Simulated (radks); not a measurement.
Valence configurations of Tl2+ (all share [Xe]). Method: Dirac Kohn-Sham, PBE, spin-unpolarised, spherical densities, point nucleus; open shells fill j = l - 1/2 first; computed with a radial shooting solver on a logarithmic mesh with Libxc functionals. Energies are relative to 4f14 5d10 6s1; eigenvalues in eV.

valence               E (eV)  e(4f5/2)  e(4f7/2)  e(5d3/2)  e(5d5/2)  e(6p1/2)
4f14 5d10 6s1          0.000   -134.12   -129.52   -34.509   -32.256         -
4f14 5d9 6s2           7.630   -138.34   -133.74   -37.505   -35.154         -
4f14 5d10 6p1          7.954   -135.41   -130.82   -35.692   -33.421   -18.138
4f14 5d9 6s1 6p1      15.960   -139.61   -135.01   -38.655   -36.287   -19.141
4f14 5d8 6s2 6p1      25.487   -143.96   -139.35   -41.675   -39.208   -20.139
4f13.5 5d9 6s1 6p1.5  75.966   -148.91   -144.24   -41.691   -39.180   -20.051
4f13 5d10 6s2         111.80   -151.39   -146.66   -39.368   -36.847         -
4f13 5d10 6s1 6p1     120.26   -152.67   -147.94   -40.537   -37.999   -19.335
4f13 5d9 6s2 6p1      131.22   -157.16   -152.42   -43.684   -41.046   -20.354
4f12 5d10 6s1 6p2     257.44   -171.91   -167.04   -46.795   -43.969   -21.153

NIST lists [Xe] 4f14 5d10 6s1 as the ground configuration; this level of theory agrees among the configurations tried. The energies are those of spherical spin-averaged densities, not of single terms.
